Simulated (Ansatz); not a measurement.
Start from `BN1C[SiH2]1` and change one atom or group to get `BN1[SiH2]C1F`.

Ansatz, PBE0-D4/def2-TZVP geometries, multiplicity 1. 

```
                                      property  `BN1C[SiH2]1`
size of the dipole moment (PBE/def2-TZVPP) / D           2.22
           LUMO energy (B3LYP/def2-TZVPP) / eV          -0.65
             LUMO energy (PBE/def2-TZVPP) / eV          -1.29
       HOMO–LUMO gap (ωB97M-V/def2-TZVPP) / eV          11.62
         HOMO energy (ωB97M-V/def2-TZVPP) / eV         -10.33
         HOMO–LUMO gap (B3LYP/def2-TZVPP) / eV           7.14
```

Q: Give the same properties after the change, and the shifts. (Estimate.)

A: The calculation gave: 
| property | `BN1[SiH2]C1F` | shift |
| --- | --- | --- |
| size of the dipole moment (PBE/def2-TZVPP) / D | 2.31 | 0.09 |
| LUMO energy (B3LYP/def2-TZVPP) / eV | -0.95 | -0.30 |
| LUMO energy (PBE/def2-TZVPP) / eV | -1.74 | -0.45 |
| HOMO–LUMO gap (ωB97M-V/def2-TZVPP) / eV | 11.19 | -0.43 |
| HOMO energy (ωB97M-V/def2-TZVPP) / eV | -10.14 | 0.19 |
| HOMO–LUMO gap (B3LYP/def2-TZVPP) / eV | 6.75 | -0.39 |

With PBE0 the HOMO rises by 0.13 eV and the LUMO falls by 0.32 eV, so the gap narrows by about 0.45 eV. PBE moves the HOMO by 0.19 eV and ωB97M-V by 0.19 eV. Dipoles are sizes alone; their direction can turn.

B3LYP here is the variant with VWN-RPA as its local correlation; programs differ in this.
